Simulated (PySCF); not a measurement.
**BeSn: energy against distance**

Set-up: PySCF, spin-free X2C with a Gaussian nucleus, basis sets Be x2c-SVPall, Sn x2c-SVPall. Energies in eV from Be + Sn in their ground configurations at the same level. State: ³Σ⁻ (triplet), unpaired electrons π ↑↑.

| R (Å) | UHF-CCSD(T) | UHF-CCSD | M06 | UHF-SCS-MP2 |
| --- | --- | --- | --- | --- |
| 2.034 |  |  | -0.748 | 0.0720 |
| 2.128 | -0.2436 | -0.0931 | -1.051 | -0.2725 |
| 2.223 | -0.4628 | -0.3119 | -1.212 | -0.4731 |
| 2.294 | -0.5586 | -0.4100 | -1.266 | -0.5533 |
| 2.365 | -0.6107 | -0.4667 | -1.277 | -0.5886 |
| 2.436 | -0.6298 | -0.4923 | -1.256 | -0.5905 |
| 2.531 | -0.6187 | -0.4923 | -1.194 | -0.5589 |
| 2.649 | -0.5681 | -0.4577 | -1.083 | -0.4907 |
| 2.791 | -0.4825 | -0.3921 | -0.929 | -0.3979 |
| 2.980 |  |  | -0.729 | -0.2868 |

Task: Put a parabola through the three lowest points of the UHF-CCSD(T) curve and estimate Re, k and ωe (reduced mass 8.382 u; 1 eV/Å² = 0.16022 mdyn/Å; ωe = 1302.8·√(k/μ) cm⁻¹).

Result: Through R = 2.365, 2.436, 2.531 Å the second-order coefficient is 2.32 eV/Å², so Re ≈ 2.458 Å, k ≈ 0.745 mdyn/Å and ωe ≈ 388 cm⁻¹. A polynomial fit of higher order to the unrounded UHF-CCSD(T) energies gives Re = 2.453 Å, k = 0.710 mdyn/Å, ωe = 379 cm⁻¹; anharmonicity and rounding make the difference.

The higher-order fit for each curve: UHF-CCSD(T): Re = 2.453 Å, ωe = 379 cm⁻¹, De = 0.63 eV; UHF-CCSD: Re = 2.481 Å, ωe = 343 cm⁻¹, De = 0.496 eV; M06: Re = 2.350 Å, ωe = 465 cm⁻¹, De = 1.28 eV; UHF-SCS-MP2: Re = 2.404 Å, ωe = 417 cm⁻¹, De = 0.59 eV.

Correlated steps freeze 18 core orbitals. Correlated levels converge slowly with the basis: in double zeta they bind strong bonds too weakly, by up to about 1 eV, and carry superposition errors of some tenths. These are scalar-relativistic numbers at best; spin–orbit coupling would shift them, the dissociation energy most. The state is the lowest determinant that a PBE0 search found; another state may lie lower at other levels.
